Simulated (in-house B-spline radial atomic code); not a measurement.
The zirconium ion Zr²⁸⁺: [Ne] 3s2

All numbers are computed (non-relativistic Hartree-Fock, average of configuration; point nucleus) with a B-spline radial code for spherical atoms, not measured.

Effective charges: Z_r = [3n² - l(l+1)]/(2<r>) from the radius, Z_e = n√(-2ε) from the energy, and Slater's rules.

| shell | electrons | ε (eV) | <r> (bohr) | Z_r | Z_e | Slater |
| --- | --- | --- | --- | --- | --- | --- |
| 1s | 2 | -19131 | 0.03811 | 39.36 | 37.50 | 39.70 |
| 2s | 2 | -3830.6 | 0.1636 | 36.67 | 33.56 | 35.85 |
| 2p | 6 | -3627.9 | 0.1408 | 35.52 | 32.66 | 35.85 |
| 3s | 2 | -1490.7 | 0.4007 | 33.69 | 31.40 | 30.85 |

The least bound orbital is 3s at -1491 eV, and it is also the most diffuse (<r> = 0.4007 bohr).

The density falls to 0.001 bohr⁻³ at 0.989 bohr; Σ<r²> = 0.57452 bohr² gives, by the non-relativistic formula and without the paramagnetism of open shells, a Langevin diamagnetic susceptibility of -0.455×10⁻⁶ cm³/mol.
